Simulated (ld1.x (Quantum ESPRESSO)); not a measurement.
# tellurium: excitation energies, all-electron against ultrasoft

ld1.x (Quantum ESPRESSO) 7.5 input, shortened:

```
&input
   title='Te', zed=52., rel=2, dft='PBE', iswitch=3,
   config='[Kr] 4d10 5s2 5p3', rel_dist='average'
 /
 &inputp
   pseudotype=3, tm=.true., lloc=-1, rcloc=1.60,
   nlcc=.false.,
   which_augfun='PSQ', rmatch_augfun_nc=.true.
 /
6
5S  1  0   2.00   0.00  1.35  1.70  0.0
5S  1  0   0.00   0.65  1.35  1.70  0.0
5P  2  1   3.00   0.00  1.70  2.20  0.0
5P  2  1   0.00  -0.05  1.70  2.20  0.0
4D  3  2  10.00   0.00  1.15  1.25  0.0
4D  3  2   0.00  -3.00  1.15  1.25  0.0
 &test
   configts(1)='4d10 5s2 5p3'
 /
```

Open shells are filled in proportion to 2j + 1 (rel_dist='average').

Energies are relative to the spin-unpolarised reference configuration 4d10 5s2 5p3; without spin polarisation the order of configurations can differ from experiment.

| valence configuration | charge | ΔE all-electron (eV) | error AE − PS (meV) |
| --- | --- | --- | --- |
| 4d10 5s2 5p4 | 0 | -9.749 | +0.2 |
| 4d10 5s2 5p2 | +2 | 17.949 | +0.7 |
| 4d10 5s2 5p1 | +3 | 44.876 | +6.7 |
| 4d10 5s2 5p3.5 | +0.5 | -5.842 | 0.0 |
| 4d9 5s2 5p4 | +1 | 39.467 | -51 |
| 4d10 5s2 5p4.3 | -0.3 | -11.224 | +0.2 |

What are ΔE and the potential's error for 4d10 5s2 5p0?

ΔE = 81.395 eV all-electron; the error (AE − PS) is +32 meV.

Levels in the configuration 4d10 5s2 5p1:

| level | all-electron (eV) | pseudo (eV) |
| --- | --- | --- |
| 4d j=3/2 | -73.190 | -73.220 |
| 4d j=5/2 | -71.708 | -71.738 |
| 5s j=1/2 | -42.676 | -42.671 |
| 5p j=1/2 | -32.446 | -32.432 |
| 5p j=3/2 | -31.223 | -31.212 |

Note: ghost state, extra bound levels that the all-electron valence spectrum of the same l lacks: s at -56.5 eV. A true bound ghost makes a file unfit for plane-wave use.
